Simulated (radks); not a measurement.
Results of a calculation; reference values are marked as such.
Coulomb parameter of the 3d shell of the cobalt ion Co3+ in the model configuration [Ar] 3d5 4s1, as a second difference U = [E(n + 0.5) + E(n - 0.5) - 2 E(n)] / (0.5)^2 with all orbitals relaxed. "Bare": the charge of the atom changes with n. "Screened": the 4s shell takes up the change at fixed total charge, which measures U(3d,3d) + U(4s,4s) - 2 U(3d,4s). Level of theory: Dirac Kohn-Sham, LDA (Slater exchange, Perdew-Wang correlation), spin-unpolarised, spherical densities, finite nucleus; open shells are shared between the two j in proportion to 2j + 1; Fermi nuclear charge, rms radius 3.7875 fm (a radial shooting solver on a logarithmic mesh with Libxc functionals).

case,configuration,E - E(n) (eV)
start,[Ar] 3d5 4s1,0.000
bare +0.5,[Ar] 3d5.5 4s1,-24.058
bare -0.5,[Ar] 3d4.5 4s1,29.232
screened +0.5,[Ar] 3d5.5 4s0.5,-8.218
screened -0.5,[Ar] 3d4.5 4s1.5,9.541

U(bare) = 20.698 eV, U(screened by 4s) = 5.292 eV.
